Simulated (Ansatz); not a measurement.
Ansatz (a first-principles code) input (CCSD(T)/STO-3G):

Ansatz 0.2 input:
```yaml
crystal:
  periodic: [false, false, false]
  atoms:
    - {symbol: F, position_ang: [-0.31727713, -1.92210696, 0.06729578]}
    - {symbol: As, position_ang: [-0.29154349, 0.02051173, 0.07326886]}
    - {symbol: F, position_ang: [1.44153628, -0.10142020, -0.36227777]}
    - {symbol: F, position_ang: [-0.05526635, 1.94831749, 0.02632949]}
basis:
  gaussian:
    orbitals: STO-3G
total_charge: -1
magnetization: {spin_polarized: true, initial_magnetization: 1}
correlation: {method: ccsd_t, electrons: outside_noble_gas}
```

Output:

```
Functional definition: HF
integrals: 0.01 GiB planned
393 factors; integrals over basis functions are off by at most 3.1e-5 eV
mean field: 0.11 GiB planned
mean field evaluation 1: about -68110.8265 eV, gradient 1.1e1 eV
mean field evaluation 2: about -68110.9633 eV, gradient 1.1e1 eV
mean field evaluation 4: about -68112.6496 eV, gradient 9.7e-1 eV
mean field evaluation 8: about -68112.6786 eV, gradient 1.8e-2 eV
mean field evaluation 16: about -68112.5143 eV, gradient 3.4e-1 eV
mean field evaluation 32: about -68112.6786 eV, gradient 1.3e-6 eV
mean field evaluation 64: about -68113.4226 eV, gradient 1.0e-1 eV
mean field evaluation 96: about -68108.5911 eV, gradient 1.6e-2 eV
mean field -68113.41729665 eV, -2503.1219167194 hartree, gradient 1.2e-6 eV, S^2 0.906123; 5 other end points of the search recorded, 0 dependent functions left out
determinant -68113.41729665 eV, -2503.1219167194 hartree, with singles and doubles -68115.36690006 eV, -2503.1935633234 hartree
determinant -68112.67860692 eV, -2503.0947703725 hartree, with singles and doubles -68115.27928481 eV, -2503.1903435220 hartree
determinant -68113.41729665 eV, -2503.1219167194 hartree, with singles and doubles -68115.36869836 eV, -2503.1936294097 hartree
determinant -68112.67860692 eV, -2503.0947703725 hartree, with singles and doubles -68115.28079646 eV, -2503.1903990744 hartree
17 core orbitals not correlated, not the lowest: weight in the atoms' cores, before any rotation towards them, 0.975 or more for the frozen orbitals, at most 0.019 for the correlated occupied ones
reference -68112.67860692 eV, -2503.0947703725 hartree; 14, 13 occupied and 2, 3 virtual orbitals, 393 factors
second order -2.13815938 eV of doubles, -0.00000000 eV of singles
coupled cluster: 0.05 GiB planned
cycle   1  -2.60219033 eV  change   -7.9e-7 eV  update   1.7e-6
coupled cluster: 0.05 GiB planned
perturbative correction -0.30806510 eV, -0.0113211838 hartree
Total energy: -68115.58886236 eV, -2503.2017202872 hartree
```
